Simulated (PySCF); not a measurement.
Question: What does the PBE0-D3(BJ)/def2-SVP structure of InChI=1S/CH7FGe2O/c1-5-4(2)3/h4H,1,3H3/t4-/m0/s1 look like in three dimensions?

Answer: 
```xyz
12
CH7FGe2O angstrom
C     -1.8919    0.3239    0.3891
O     -1.2724   -0.9333    0.3277
Ge     0.2751   -1.1465   -0.4997
F     -0.0322   -0.8636   -2.1998
Ge     1.8947    0.5343    0.1608
H     -1.2975    1.0593    0.9659
H     -2.0829    0.7480   -0.6129
H     -2.8608    0.2083    0.8984
H      0.6069   -2.6354   -0.3424
H      1.9387    0.6268    1.6954
H      1.4741    1.8918   -0.4237
H      3.2874    0.1574   -0.3685
```

Any rigid rotation of these coordinates is as good. Atoms count from 1 in this order. Ge3 (germanium bonded to F, Ge, O and H) is distorted tetrahedral (angles from 105.0° to 120.0°). O2 (oxygen bonded to C and Ge) is bent (angle 121.0°). Ge5 (germanium bonded to Ge and 3 H) is tetrahedral (angles from 109.0° to 110.0°).

Bonds between heavy atoms (Å): C1–O2 1.403, O2–Ge3 1.768, Ge3–F4 1.751, Ge3–Ge5 2.426.

Computed with PBE0-D3(BJ)/def2-SVP geometry optimisation, gas phase (PySCF 2.14.0).

Point group: C1 (no symmetry element, even within 0.4 Å). No PBE0-D3(BJ)/def2-SVP frequencies stand behind this structure, so it isn't proved a minimum. The numbers are those of one conformer (C1–O2–Ge3–F4 -67°).
